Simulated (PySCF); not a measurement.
Input of a response calculation (the driver script's job line, then coordinates in Å):

```
{"job": {"kind": "uv", "xc": "CAM-B3LYP", "basis": "def2-SVPD", "nstates": 8, "ntriplets": 3}, "charge": 0, "multiplicity": 1}
C      2.582114    -0.452532     0.007443
O      1.550768     0.493323    -0.080870
Si     0.032755     0.404149     0.435645
C     -0.796999     2.022536    -0.050278
Br    -0.004607     0.199998     2.650654
O     -0.625086    -0.957559    -0.141024
C     -1.860020    -1.551451     0.149562
H      2.841781    -0.636829     1.052714
H      2.279621    -1.391893    -0.456976
H      3.445841    -0.044384    -0.516381
H     -0.824094     2.134681    -1.129126
H     -1.819546     2.056916     0.315296
H     -0.270351     2.878176     0.359369
H     -2.009687    -1.627050     1.229817
H     -1.854743    -2.550372    -0.285667
H     -2.675345    -0.968764    -0.284105
```

Its output, with some lines taken out ([cut]):

```
coarse grid: 61896 points
cycle   1  E = -3133.2511150431  dE = -1.871e-01  |g| = 8.709e-01  |ddm| = 6.002e+00
cycle   2  E = -3133.1703590025  dE =  8.076e-02  |g| = 1.118e+00  |ddm| = 2.697e+00
cycle   3  E = -3133.3942126428  dE = -2.239e-01  |g| = 7.896e-02  |ddm| = 1.257e+00
cycle   4  E = -3133.3954898293  dE = -1.277e-03  |g| = 3.132e-02  |ddm| = 1.735e-01
cycle   5  E = -3133.3957381656  dE = -2.483e-04  |g| = 5.768e-03  |ddm| = 6.782e-02
cycle   6  E = -3133.3957440207  dE = -5.855e-06  |g| = 1.280e-03  |ddm| = 1.066e-02
final grid: 129392 points
cycle   7  E = -3133.3957378454  dE =  9.658e-08  |g| = 1.688e-03  |ddm| = 4.628e-03
cycle   8  E = -3133.3957373906  dE =  4.548e-07  |g| = 2.344e-03  |ddm| = 3.627e-03
cycle   9  E = -3133.3957383613  dE = -9.707e-07  |g| = 5.562e-05  |ddm| = 2.031e-03
cycle  10  E = -3133.3957383624  dE = -1.005e-09  |g| = 1.929e-05  |ddm| = 1.514e-04
cycle  11  E = -3133.3957383625  dE = -1.464e-10  |g| = 7.206e-06  |ddm| = 5.339e-05
converged SCF energy = -3133.3957383625

[cut]

Singlet excitations
state   eV       nm        f      main configurations
  1   7.5276    164.7   0.06993   H->L 0.68, H->L+1 0.10
  2   7.5990    163.2   0.07657   H-1->L 0.66, H-1->L+1 0.12
  3   7.9088    156.8   0.03504   H-2->L 0.76
[cut]
[cut]
  6   8.4787    146.2   0.02099   H-3->L 0.18, H-1->L+1 0.15, H-1->L+8 0.13
  7   8.5704    144.7   0.08253   H-4->L 0.33, H-2->L+1 0.15
  8   8.6308    143.7   0.03135   H-5->L 0.35, H->L+4 0.11

Triplet excitations (Tamm-Dancoff, eV): 7.1981 7.2701 7.6514
```

The calculation used TDDFT CAM-B3LYP/def2-SVPD, vertical, gas phase, core orbitals frozen in the response in PySCF 2.14.0, density-fitted response routines. The structure is a single GFN2-xTB conformer in the gas phase; no vibrational or solvent corrections. Relativistic effects, spin–orbit coupling among them, are left out although an element past zinc is present.

Q: What stood in the cut lines?

A: 
```
Static polarisability (au): isotropic 88.005, principal 84.792 88.834 90.388
  4   8.1655    151.8   0.00477   H-3->L 0.31, H->L+2 0.19, H->L 0.08
  5   8.3207    149.0   0.01579   H->L+1 0.21, H-1->L+1 0.10, H-1->L 0.09
```

Q: Which orbital energies lie behind H and L?

A: HOMO -9.54 eV and LUMO 0.91 eV, a gap of 10.44 eV; state 1 differs from that by -2.92 eV.

Q: Give the energy of state 2 in hartree, cm⁻¹ and kJ/mol.

A: 0.27926 hartree, 61290 cm⁻¹, 733.2 kJ/mol.

Q: How many basis functions and electrons does this run hold?

A: 243 basis functions for 92 electrons in 46 doubly occupied orbitals.

Q: Which species is it?

A: `CO[Si](C)(Br)OC` (C3H9BrO2Si), point group C1.

The SCF starts on a coarse grid; the energy jumps when the final grid takes over, and dE counts afresh there. H and L stand for HOMO and LUMO.

The values belong to the conformer `[CH3:1][O:2][Si:3]([CH3:4])([Br:5])[O:6][CH3:7]`: C1–O2–Si3–C4 -179°, O2–Si3–O6–C7 172°.
